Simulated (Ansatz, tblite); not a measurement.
Removing and adding an electron: `CCC(CC(C)c1ccc(OC(C)=O)cc1)c1ccc(OC(C)=O)cc1`. Charge 0, multiplicity 1. Geometry: r2SCAN-D4/def2-SVP. Ansatz, gas phase; energy differences of separate SCF runs; the oxidised species was run as a doublet alone; the reduced species was run as a doublet alone.

```xyz
52

C    -2.237   -2.794   -2.919
C    -1.431   -1.527   -2.666
C    -0.804   -1.455   -1.259
C     0.076   -0.198   -1.135
C     0.978   -0.111    0.116
C     0.239    0.299    1.398
C     2.142    0.824   -0.156
C     1.935    2.199   -0.358
C     3.001    3.055   -0.635
C     4.298    2.541   -0.708
O     5.318    3.459   -0.921
C     6.307    3.205   -1.832
C     7.286    4.343   -1.837
O     6.363    2.214   -2.510
C     4.537    1.182   -0.503
C     3.456    0.340   -0.233
C    -1.863   -1.567   -0.182
C    -1.897   -2.665    0.690
C    -2.863   -2.763    1.695
C    -3.819   -1.756    1.827
O    -4.788   -1.934    2.803
C    -5.090   -0.915    3.668
C    -6.184   -1.353    4.597
O    -4.546    0.157    3.660
C    -3.826   -0.660    0.958
C    -2.851   -0.578   -0.035
H    -3.097   -2.869   -2.235
H    -2.624   -2.820   -3.950
H    -1.618   -3.695   -2.773
H    -2.069   -0.637   -2.820
H    -0.617   -1.445   -3.409
H    -0.138   -2.333   -1.153
H     0.728   -0.171   -2.026
H    -0.555    0.708   -1.198
H     1.410   -1.118    0.278
H     0.950    0.409    2.231
H    -0.522   -0.438    1.691
H    -0.275    1.266    1.266
H     0.924    2.613   -0.301
H     2.847    4.126   -0.791
H     7.774    4.409   -0.853
H     6.763    5.296   -2.001
H     8.038    4.178   -2.618
H     5.552    0.785   -0.562
H     3.641   -0.728   -0.076
H    -1.145   -3.453    0.589
H    -2.889   -3.613    2.380
H    -5.911   -2.298    5.088
H    -7.099   -1.546    4.016
H    -6.371   -0.571    5.342
H    -4.578    0.122    1.067
H    -2.856    0.287   -0.706
```

The xTB rows come from tblite. Single mean-field runs in def2-TZVP are fitted with def2-universal-jkfit. HOMO above LUMO, or a gap near zero within one spin, warns that the state may not be the lowest or that an electron is smeared out.

```json
{"level": "GFN1-xTB", "−HOMO (eV)": "11.60", "vertical IE (eV)": "13.41", "−LUMO (eV)": "7.54", "vertical EA (eV)": "5.83", "HOMO–LUMO gap (eV)": "4.06", "IE − EA (eV)": "7.58", "remarks": "–"}
{"level": "GFN2-xTB", "−HOMO (eV)": "10.62", "vertical IE (eV)": "12.42", "−LUMO (eV)": "6.69", "vertical EA (eV)": "4.95", "HOMO–LUMO gap (eV)": "3.93", "IE − EA (eV)": "7.47", "remarks": "–"}
{"level": "LDA (SPW92)/def2-TZVP", "−HOMO (eV)": "5.90", "vertical IE (eV)": "7.65", "−LUMO (eV)": "1.74", "vertical EA (eV)": "–", "HOMO–LUMO gap (eV)": "4.16", "IE − EA (eV)": "–", "remarks": "gap within one spin near zero (+1 doublet)"}
```

Estimate the rows for PBE-D4/def2-TZVP, PBE0-D4/def2-TZVP.


```csv
level,−HOMO (eV),vertical IE (eV),−LUMO (eV),vertical EA (eV),HOMO–LUMO gap (eV),IE − EA (eV),remarks
PBE-D4/def2-TZVP,5.67,7.46,1.46,–,4.21,–,gap within one spin near zero (+1 doublet)
PBE0-D4/def2-TZVP,6.64,7.87,0.49,-0.62,6.16,8.50,HOMO above zero (-1 doublet)
```

Relaxing the oxidised species (r2SCAN-D4/def2-SVP) changes its energy by -0.18 eV at PBE-D4/def2-TZVP, so the adiabatic ionisation energy to this nearest minimum is 7.27 eV. At PBE0-D4/def2-TZVP it is 7.70 eV.  Relaxing the reduced species (r2SCAN-D4/def2-SVP) changes its energy by -0.13 eV at PBE0-D4/def2-TZVP, so the adiabatic electron affinity to this nearest minimum is -0.50 eV. The highest occupied level of the relaxed charge -1 doublet lies above zero (up to 1.32 eV). Energy differences disagree on whether the electron is bound (positive means bound): -0.50 eV (each at its own geometry, to the charge 0 singlet, at PBE0-D4/def2-TZVP), but 0.12 eV at PBE-D4/def2-TZVP.  Run but left out: LDA (SPW92)/def2-TZVP, PBE-D4/def2-TZVP (charge -1 doublet: an occupied level 0.04 eV above an empty one).   A HOMO above zero means that the electron is unbound at that level or that self-interaction error raises the level; the energy of removing that electron tells which. Raw xTB energy differences between charge states are shifted by several eV; the methods need an empirical correction for them. Sets without diffuse functions give affinities that are too small. A negative affinity means that the extra electron isn't bound; its size then hangs on the basis.
